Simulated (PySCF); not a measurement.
Electronic structure of Br³⁺ (bromine, charge +3) at the TPSS level

Configuration: [Ar] 3d10 4s2 4p2, high-spin 3P determinant. Computed with PySCF 2.14 in cc-pVTZ-PP with ECP10MDF, with scalar relativity through the core potential.

```
Total energy                                                  : -414.2198 hartree
One-electron energy                                           : -695.6993 hartree
Hartree (Coulomb) energy                                      : 311.4026 hartree
Exchange-correlation energy                                   : -29.9230 hartree
⟨S²⟩                                                          : 2.0018
⟨L²⟩                                                          : 2.007
Sum of ⟨r⟩                                                    : 16.98 bohr
Sum of ⟨r²⟩                                                   : 19.63 bohr²
Traceless quadrupole moment −½Σ⟨3z² − r²⟩ along its main axis : 1.36 e·bohr²
Time after the integrals                                      : 0.74 s of wall time on 1 thread of Neoverse-V1 (shared host)
```

| shell | electrons | mean orbital energy (hartree) | spread (hartree) | rms radius, mean of both spins (bohr) |
| --- | --- | --- | --- | --- |
| 3s α | 1 | -9.80669 | 0 | 0.594 |
| 3s β | 1 | -9.79783 | 0 | 0.594 |
| 3p α | 3 | -7.80092 | 0.02526 | 0.613 |
| 3p β | 3 | -7.79146 | 0.03346 | 0.613 |
| 3d α | 5 | -3.91291 | 0.02203 | 0.643 |
| 3d β | 5 | -3.90020 | 0.03235 | 0.643 |
| 4s α | 1 | -2.03154 | 0 | 1.65 |
| 4s β | 1 | -1.92901 | 0 | 1.65 |
| 4p α | 2 | -1.50340 | 0 | 1.88 |

Energies and moments cover only the electrons outside the core potential.
